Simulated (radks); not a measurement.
Results of a calculation; reference values are marked as such.
Ca+, 19 electrons, occupied as [Ne] 3s2 3p5.75 4s1 5s0.25 (fractional occupations, a model configuration).

Level of theory: scalar-relativistic Kohn-Sham, exchange-only LDA, spin-unpolarised, spherical densities, finite nucleus; Fermi nuclear charge, rms radius 3.4776 fm (a radial shooting solver on a logarithmic mesh with Libxc functionals).

Energy parts (eV):
| part | energy |
|---|---|
| total | -18411.644 |
| kinetic | 18554.629 |
| electron-nucleus | -43666.709 |
| Hartree | 7583.438 |
| exchange | -883.002 |

Orbitals (lengths in bohr, moments of r in powers of bohr; <r^-3> diverges for s and p1/2; r(max) is where P^2 peaks; r(90%) holds 90 % of the orbital's charge):
1s: occ. 2; eigenvalue (eV) -3946.190; r(90%) 0.138; r(max) 0.05040
2s: occ. 2; eigenvalue (eV) -421.6773; r(90%) 0.570; r(max) 0.3007
2p: occ. 6; eigenvalue (eV) -343.1354; r(90%) 0.542; <r^-3> 186.6; r(max) 0.2465
3s: occ. 2; eigenvalue (eV) -55.0813; r(90%) 1.73; r(max) 0.9909
3p: occ. 5.75; eigenvalue (eV) -36.1210; r(90%) 1.95; <r^-3> 20.27; r(max) 1.042
4s: occ. 1; eigenvalue (eV) -9.3418; r(90%) 5.15; r(max) 3.046
4p: occ. 0; eigenvalue (eV) -6.1363; r(90%) 6.43; <r^-3> 1.771; r(max) 3.706
4f: occ. 0; eigenvalue (eV) -1.3402; r(90%) 16.7; <r^-3> 0.001670; r(max) 10.06
5s: occ. 0.25; eigenvalue (eV) -3.1694; r(90%) 11.8; r(max) 7.806
6s: occ. 0; eigenvalue (eV) -1.4211; r(90%) 21.5; r(max) 15.27

The highest occupied level is 5s at -3.169 eV. The configuration is held as typed, so some empty levels lie below it. The electron density at the nucleus is 6149 e/bohr^3 (large components only). Summed over all electrons, <r^2> = 48.05 bohr^2, which gives a Langevin (diamagnetic) susceptibility term of -38.1 x 10^-6 cm^3/mol. The density falls to 0.001 e/bohr^3 at r = 4.25 bohr.

Run on one thread of a shared host, so times are rough (Arm Neoverse V2): 0.07 s of CPU time, 0.07 s wall, 13 iterations on 2360 mesh points.
